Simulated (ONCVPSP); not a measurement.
## Potentials for nitrogen (N) compared

Generated with ld1.x 7.5 (TM, RRKJ, ultrasoft, PAW), atompaw 4.2 or ONCVPSP 4.0.1. The cutoff is in Ry: for ld1.x and atompaw files where the sum of valence levels is converged to 10 mRy in a Bessel basis, for ONCV files where the hardest occupied wave has 1 mHa per electron of residual kinetic energy. The error is the largest all-electron minus pseudo excitation energy over each file’s own four to seven test configurations (ionisations up to +4, promotions, holes and added fractions of an electron), all of which were solved. The labels leave out finer settings (local radius, basis sizes, second energies), which also bear on the numbers. Spin-polarised tests are not counted. The rows are a selection from randomly drawn settings: files with unsolved tests, undetermined cutoffs or missed reference levels are left out.

A true bound ghost makes a file unfit for plane-wave use even where its test errors are small: the radial tests pick states by their node count and pass the ghost by.

```csv
potential,cutoff (Ry),largest error (meV),bound ghosts
"ONCV, PBEsol, fully relativistic, rc 0.85/2.50 (sp), local s, core correction no, reference 2s1 2p4, qcut 8.4/6.5, projectors 0/2",59,+3374,none
"ONCV, LDA (Perdew-Wang 92), scalar-relativistic, rc 0.75/1.75 (sp), local smoothed, core correction yes, reference 2s2 2p2, qcut 8.2/9.3, projectors 1/3",61,+566,none
"ONCV, PBEsol, scalar-relativistic, rc 1.05/1.95/1.85 (spd), local smoothed, core correction no, reference 2s2 2p3, qcut 6.3/6.6/5.2, projectors 2/1/2",79,+1733,none
"ONCV, PBE, scalar-relativistic, rc 0.80/2.35 (sp), local smoothed, core correction no, reference 2s1 2p4, qcut 10.3/6.7, projectors 2/1",65,+1094,none
"ONCV, LDA (Perdew-Wang 92), non-relativistic, rc 0.95/1.25 (sp), local smoothed, core correction no, reference 2s2 2p3, qcut 8.6/5.8, projectors 3/2",208,+528,s
"ONCV, PBE, fully relativistic, rc 0.75/1.60/1.50 (spd), local smoothed, core correction yes, reference 2s1.5 2p3.5, qcut 9.4/9.1/5.7, projectors 2/1/2",61,+767,none
"ONCV, LDA (Perdew-Zunger), non-relativistic, rc 1.00/1.35/1.35 (spd), local smoothed, core correction yes, reference 2s2 2p2.75, qcut 7.7/12.4/7.5, projectors 2/3/1",71,+324,none
"ONCV, PBEsol, fully relativistic, rc 0.95/1.60 (sp), local smoothed, core correction no, reference 2s1.5 2p3.5, qcut 8.5/9.2, projectors 2/3",59,+182,none
```

**Question.** Fill in the row for N: ONCV, PBE, scalar-relativistic, rc 1.10/2.40 (sp), local smoothed, core correction yes, reference 2s2 2p3, qcut 7.4/5.7, projectors 1/2.

**Answer.** cutoff 44 Ry, largest error +3755 meV, bound ghosts: none.
